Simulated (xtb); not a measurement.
F₃OW (SMILES [O]=[W+]([F])([F])[F]), charge +1, singlet, from a rough starting geometry (GFN-xTB shapes and energies of metal compounds can be far from the true ones) (the multiplicity is a formal guess); GFN2-xTB in xtb.

xtb was given this input:
```
$ xtb mol.xyz --gfn 2 --chrg 1 --opt vtight --json

# file mol.xyz
5

W     -0.00219554     0.03105369    -0.05822258
O      1.06371068     0.54549769    -1.23848058
F      0.87451224    -0.94297663     1.18273756
F     -1.22973695    -1.08755250    -0.66996003
F     -0.74538980     1.39615791     0.76548773
```

Q: Write the output that xtb gives for this input, abridged.

A: 
```
   ID    Z sym.   atoms
    1   74 W      1
    2    8 O      2
    3    9 F      3-5

           -------------------------------------------------
          |                Calculation Setup                |
           -------------------------------------------------

           -------------------------------------------------
          |                 G F N 2 - x T B                 |
           -------------------------------------------------

          ...................................................
          :                      SETUP                      :
          :.................................................:
          :  # basis functions                  26          :
          :  # atomic orbitals                  25          :
          :  # shells                           11          :
          :  # electrons                        32          :
          :  max. iterations                   250          :
          :  Hamiltonian                  GFN2-xTB          :
          :  restarted?                      false          :
          :  GBSA solvation                  false          :
          :  PC potential                    false          :
          :  electronic temp.          300.0000000     K    :
          :  accuracy                    1.0000000          :
          :  -> integral cutoff          0.2500000E+02      :
          :  -> integral neglect         0.1000000E-07      :
          :  -> SCF convergence          0.1000000E-05 Eh   :
          :  -> wf. convergence          0.1000000E-03 e    :
          :  Broyden damping             0.4000000          :
          :  net charge                          1          :
          :  unpaired electrons                  0          :
          ...................................................

 iter      E             dE          RMSdq      gap      omega  full diag
   1     -9.7801366 -0.978014E+01  0.289E+01    1.62       0.0  T
   2    -13.4668703 -0.368673E+01  0.320E+01   21.96       1.0  T
   3    -17.3167949 -0.384992E+01  0.211E+01    9.93       1.0  T
   4    -17.3286882 -0.118933E-01  0.210E+01    9.90       1.0  T
   5    -17.4483812 -0.119693E+00  0.206E+01    9.65       1.0  T
   6    -20.2473846 -0.279900E+01  0.846E+00    3.78       1.0  T
   7    -20.2159026  0.314819E-01  0.697E+00    4.37       1.0  T
   8    -20.2090830  0.681957E-02  0.607E+00    4.72       1.0  T
   9    -19.8577759  0.351307E+00  0.896E+00    6.72       1.0  T
  10    -20.2804485 -0.422673E+00  0.452E+00    3.46       1.0  T
  11    -20.2786322  0.181632E-02  0.446E+00    3.45       1.0  T
  12    -18.3136130  0.196502E+01  0.196E+01    0.65       1.0  T
  13    -16.8566813  0.145693E+01  0.269E+01    0.10       1.0  T
  14    -14.4339857  0.242270E+01  0.428E+01    0.26       1.0  T
  15    -14.5630740 -0.129088E+00  0.416E+01    0.20       1.0  T
  16    -17.3192308 -0.275616E+01  0.251E+01    0.16       1.0  T
  17    -15.9628355  0.135640E+01  0.304E+01    0.10       1.0  T
  18    -18.2456064 -0.228277E+01  0.226E+01    0.40       1.0  T
  19    -18.9730782 -0.727472E+00  0.196E+01    0.69       1.0  T
  20    -18.9549987  0.180795E-01  0.187E+01    0.80       1.0  T
  21    -18.9756477 -0.206490E-01  0.187E+01    0.79       1.0  T
  22    -20.1672535 -0.119161E+01  0.826E+00    3.52       1.0  T
  23    -20.2587957 -0.915422E-01  0.567E+00    3.55       1.0  T
  24    -20.4060367 -0.147241E+00  0.147E+00    4.50       1.0  T
  25    -20.4077487 -0.171198E-02  0.110E+00    4.76       1.0  T
  26    -20.4082306 -0.481921E-03  0.979E-01    4.76       1.0  T
  27    -20.4051571  0.307355E-02  0.101E+00    4.82       1.0  T
  28    -20.4101779 -0.502081E-02  0.594E-01    4.73       1.0  T
  29    -20.4108936 -0.715721E-03  0.447E-01    4.69       1.0  T
  30    -20.4112986 -0.405034E-03  0.370E-01    4.64       1.0  T
  31    -20.4114019 -0.103245E-03  0.323E-01    4.62       1.0  T
  32    -20.4114126 -0.107352E-04  0.283E-01    4.61       1.0  T
  33    -20.4114118  0.771951E-06  0.280E-01    4.61       1.0  T
  34    -20.4114192 -0.738180E-05  0.261E-01    4.61       1.0  T
  35    -20.4114285 -0.929072E-05  0.254E-01    4.62       1.0  T
  36    -20.4114312 -0.273215E-05  0.248E-01    4.62       1.0  T
  37    -20.4114293  0.197863E-05  0.239E-01    4.62       1.0  T
  38    -20.4114292  0.549552E-07  0.224E-01    4.61       1.0  T
  39    -20.4114499 -0.207336E-04  0.190E-01    4.62       1.0  T
  40    -20.4114767 -0.267290E-04  0.143E-01    4.64       1.0  T
  41    -20.4114899 -0.132230E-04  0.100E-01    4.65       1.0  T
  42    -20.4114950 -0.510247E-05  0.646E-02    4.66       1.0  T
  43    -20.4114965 -0.154054E-05  0.376E-02    4.66       1.2  T
  44    -20.4114972 -0.677019E-06  0.239E-02    4.67       1.9  T
  45    -20.4114982 -0.103631E-05  0.192E-02    4.67       2.3  T
  46    -20.4114992 -0.965456E-06  0.941E-03    4.66       4.8  T
  47    -20.4114994 -0.185475E-06  0.154E-04    4.66     291.0  T
  48    -20.4114994  0.165528E-09  0.351E-04    4.66     127.5  T

   *** convergence criteria satisfied after 48 iterations ***

         :::::::::::::::::::::::::::::::::::::::::::::::::::::
         ::                     SUMMARY                     ::
         :::::::::::::::::::::::::::::::::::::::::::::::::::::
         :: total energy             -20.364642342483 Eh    ::
         :: gradient norm              0.020711891733 Eh/a0 ::
         :: HOMO-LUMO gap              4.662155897174 eV    ::
         ::.................................................::
         :: SCC energy               -20.411498981233 Eh    ::
         :: -> isotropic ES           -0.084669520995 Eh    ::
         :: -> anisotropic ES          0.001554357503 Eh    ::
         :: -> anisotropic XC          0.001383960053 Eh    ::
         :: -> dispersion             -0.002330527867 Eh    ::
         :: repulsion energy           0.046856638750 Eh    ::
[...]
 * total energy  :   -20.3646423 Eh     change       -0.1719584E-09 Eh
 * total energy  :   -20.3653965 Eh     change       -0.7541454E-03 Eh
 * total energy  :   -20.3657422 Eh     change       -0.3457057E-03 Eh
 * total energy  :   -20.3657548 Eh     change       -0.1263737E-04 Eh
 * total energy  :   -20.3657580 Eh     change       -0.3151445E-05 Eh
 * total energy  :   -20.3657580 Eh     change       -0.4191304E-07 Eh
   *** GEOMETRY OPTIMIZATION CONVERGED AFTER 6 ITERATIONS ***
[...]
          :  net charge                          1          :
          :  unpaired electrons                  0          :
          ...................................................

 iter      E             dE          RMSdq      gap      omega  full diag
   1    -20.4107632 -0.204108E+02  0.133E-04    4.67       0.0  T
   2    -20.4107632  0.655184E-09  0.284E-04    4.67     157.7  T
   3    -20.4107632 -0.866081E-09  0.673E-05    4.67     664.4  T

   *** convergence criteria satisfied after 3 iterations ***

         :::::::::::::::::::::::::::::::::::::::::::::::::::::
         ::                     SUMMARY                     ::
         :::::::::::::::::::::::::::::::::::::::::::::::::::::
         :: total energy             -20.365758024664 Eh    ::
         :: gradient norm              0.000061105686 Eh/a0 ::
         :: HOMO-LUMO gap              4.673954788070 eV    ::
         ::.................................................::
         :: SCC energy               -20.410762813042 Eh    ::
         :: -> isotropic ES           -0.091632726746 Eh    ::
         :: -> anisotropic ES          0.001279996815 Eh    ::
         :: -> anisotropic XC          0.001391182108 Eh    ::
         :: -> dispersion             -0.002330181348 Eh    ::
         :: repulsion energy           0.045004788378 Eh    ::
         :: add. restraining           0.000000000000 Eh    ::
         :: total charge               1.000000000000 e     ::
         :::::::::::::::::::::::::::::::::::::::::::::::::::::

           -------------------------------------------------
          |                Property Printout                |
           -------------------------------------------------

    * Orbital Energies and Occupations

         #    Occupation            Energy/Eh            Energy/eV
      -------------------------------------------------------------
         1        2.0000           -1.2280966             -33.4182
       ...           ...                  ...                  ...
         4        2.0000           -1.0093576             -27.4660
         5        2.0000           -0.8443264             -22.9753
         6        2.0000           -0.8443099             -22.9748
         7        2.0000           -0.8334692             -22.6799
         8        2.0000           -0.8332421             -22.6737
         9        2.0000           -0.8221213             -22.3711
        10        2.0000           -0.8221078             -22.3707
        11        2.0000           -0.8213978             -22.3514
        12        2.0000           -0.8213809             -22.3509
        13        2.0000           -0.8173563             -22.2414
        14        2.0000           -0.7427245             -20.2106
        15        2.0000           -0.7427213             -20.2105
        16        2.0000           -0.7296869             -19.8558 (HOMO)
        17                         -0.5579222             -15.1818 (LUMO)
        18                         -0.5579056             -15.1814
        19                         -0.5018507             -13.6561
        20                         -0.4770572             -12.9814
        21                         -0.4770223             -12.9804
        22                         -0.2093892              -5.6978
        23                          0.0264822               0.7206
        24                          0.0266152               0.7242
        25                          0.0589830               1.6050
      -------------------------------------------------------------
                  HL-Gap            0.1717647 Eh            4.6740 eV
             Fermi-level           -0.6438045 Eh          -17.5188 eV

     #   Z          covCN         q      C6AA      α(0)
     1  74 W        3.111     1.734   323.453    39.666
     2   8 O        0.830    -0.297    19.736     5.956
     3   9 F        0.760    -0.146    10.692     3.862
     4   9 F        0.760    -0.146    10.692     3.862
     5   9 F        0.760    -0.146    10.693     3.862

 Mol. C6AA /au·bohr⁶  :        990.072940
 Mol. C8AA /au·bohr⁸  :      80786.691445
 Mol. α(0) /au        :         57.208456

Wiberg/Mayer (AO) data.
largest (>0.10) Wiberg bond orders for each atom

 ---------------------------------------------------------------------------
     #   Z sym  total        # sym  WBO       # sym  WBO       # sym  WBO
 ---------------------------------------------------------------------------
     1  74 W    5.738 --     2 O    2.228     3 F    1.170     4 F    1.170
                             5 F    1.170
     2   8 O    2.582 --     1 W    2.228     4 F    0.118     3 F    0.118
                             5 F    0.118
     3   9 F    1.410 --     1 W    1.170     2 O    0.118
     4   9 F    1.410 --     1 W    1.170     2 O    0.118
     5   9 F    1.410 --     1 W    1.170     2 O    0.118
 ---------------------------------------------------------------------------

Topologies differ in total number of bonds
Writing topology from bond orders to xtbtopo.mol

molecular dipole:
                 x           y           z       tot (Debye)
 q only:       -0.125      -0.077       0.122
   full:       -0.682      -0.359       0.774       2.775
molecular quadrupole (traceless):
                xx          xy          yy          xz          yz          zz
 q only:       -0.122      -0.500       0.618       1.166       0.588      -0.497
  q+dip:       -0.109      -0.485       0.638       1.180       0.580      -0.529
   full:       -0.137      -0.599       0.777       1.443       0.714      -0.640

optimized geometry written to: xtbopt.xyz

           -------------------------------------------------
          | TOTAL ENERGY              -20.365758024664 Eh   |
          | GRADIENT NORM               0.000061105686 Eh/α |
          | HOMO-LUMO GAP               4.673954788070 eV   |
           -------------------------------------------------

normal termination of xtb
```
